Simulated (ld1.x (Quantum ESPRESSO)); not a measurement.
# Reading a pseudo-wave (O)

Columns: radius, all-electron u(r) and pseudo u(r) of the 2s shell (level -79.36 eV) of oxygen in the configuration [He] 2s2 2p1; Wu–Cohen, scalar-relativistic, ultrasoft scheme, ld1.x (Quantum ESPRESSO) 7.5.

```
r (bohr)  all-electron   pseudo
   0.095        0.4893  -0.1503
   0.190        0.3144  -0.3050
   0.285       -0.0454  -0.4652
   0.380       -0.4012  -0.6267
   0.475       -0.6859  -0.7797
   0.570       -0.8849  -0.9109
   0.665       -1.0035  -1.0063
   0.760       -1.0553  -1.0553
   0.855       -1.0560  -1.0560
   0.950       -1.0202  -1.0202
   1.045       -0.9603  -0.9603
   1.140       -0.8857  -0.8857
   1.235       -0.8037  -0.8037
   1.330       -0.7197  -0.7197
   1.425       -0.6374  -0.6374
   1.520       -0.5593  -0.5593
   1.615       -0.4872  -0.4872
   1.710       -0.4218  -0.4218
   1.805       -0.3633  -0.3633
   1.900       -0.3115  -0.3115
   1.995       -0.2660  -0.2660
   2.090       -0.2263  -0.2263
   2.185       -0.1918  -0.1918
   2.280       -0.1621  -0.1621
   2.375       -0.1365  -0.1365
   2.470       -0.1147  -0.1147
```

Q: How many radial nodes do the two functions have?

A: The all-electron 2s function has n − l − 1 = 1; the pseudo-wave has 0, since the states of the same l below it are removed with the core.

Q: At about which radius was the pseudo-wave matched?

A: 0.75 bohr, where the columns begin to agree (steps of 0.10 bohr).

Q: Is the pseudo-wave norm-conserving?

A: No, it belongs to an ultrasoft set: the norm inside the radius is not constrained, and the difference is carried by the augmentation charge.
